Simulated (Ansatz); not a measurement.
Born–Oppenheimer molecular dynamics of CH₅AlF₂Se (10 atoms, charge 0, multiplicity 1). It starts at the highest image of a converged band. Of that band: A vibrational analysis at the climbing image gives 2 clearly imaginary modes (968i, 50i cm⁻¹): a point of higher order, so a lower path passes nearby.

The calculation used RKS PBE0-D4/def2-SVP (Ansatz).

* ensemble: NVE (velocity Verlet)
* time step: 0.5 fs
* steps asked: 200
* starting velocities drawn for: 100 K
* seed: 5285

First frame:

```xyz
10
Properties=species:S:1:pos:R:3
Al -0.841 -0.184 -0.585
C 1.053 0.529 -0.339
F -0.836 -1.759 -1.125
F -1.816 0.955 -1.306
H 0.134 0.249 0.939
Se -1.224 -0.180 1.889
H 1.186 1.600 -0.133
H 1.863 -0.047 0.133
H 1.209 0.401 -1.433
H -0.728 -1.565 1.958
```

How far do the bonds stretch over the last three quarters of this one trajectory? (Pairs bonded in most of those frames.)


```tsv
bond	mean (Å)	spread (Å)	shortest	longest
Al1–F3	1.668	0.038	1.60	1.72
Al1–F4	1.665	0.022	1.62	1.69
Al1–Se6	2.301	0.077	2.20	2.49
C2–H5	1.113	0.060	1.01	1.26
C2–H7	1.102	0.035	1.04	1.17
C2–H8	1.102	0.036	1.04	1.17
C2–H9	1.106	0.030	1.05	1.16
Se6–H10	1.474	0.004	1.47	1.48
```

Mean temperature of the second half: 911 K. The conserved energy stayed within 0.28 meV per atom of its start (net change 0.17 meV per atom), so the integration is sound. The system heated up, since it started high on the potential surface and ran downhill. A run of 0.1 ps of so small a system gives no equilibrium averages. The orbitals stay closed-shell, which can raise the energy where a bond breaks towards radicals; this wasn't checked here.

Run time: 14 min on 2 threads of Arm Neoverse V1, with other jobs on the host, peak memory 0.3 GiB.
